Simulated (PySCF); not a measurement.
Zn(Cl)(Me) (CH₃ClZn), SMILES [CH3][Zn][Cl].

Geometry optimised at B3LYP-D3(BJ)/def2-TZVP.

Method: B3LYP-D3(BJ)/def2-TZVP (PySCF 2.14.0).

Frequencies are harmonic and unscaled.

Modes within 1.5 cm⁻¹ of each other (mostly degenerate sets) share a row, with their intensities summed.

| mode | ν (cm⁻¹) | IR (km/mol) | moving atoms (share of kinetic energy) |
|---|---|---|---|
| 1–2 | 119 | 9.6 | Zn 37 %, C 28 %, H 18 %, Cl 17 % |
| 3 | 380 | 29.7 | Cl 66 %, C 16 %, Zn 15 % |
| 4 | 579 | 30.2 | C 54 %, Zn 29 %, H 14 % |
| 5–6 | 722 | 62.9 | H 83 %, C 16 % |
| 7 | 1212 | 0.4 | H 82 %, C 18 % |
| 8–9 | 1458 | 1.6 | H 95 % |
| 10 | 3043 | 10.4 | H 98 % |
| 11–12 | 3124 | 11.4 | H 91 %, C 9 % |
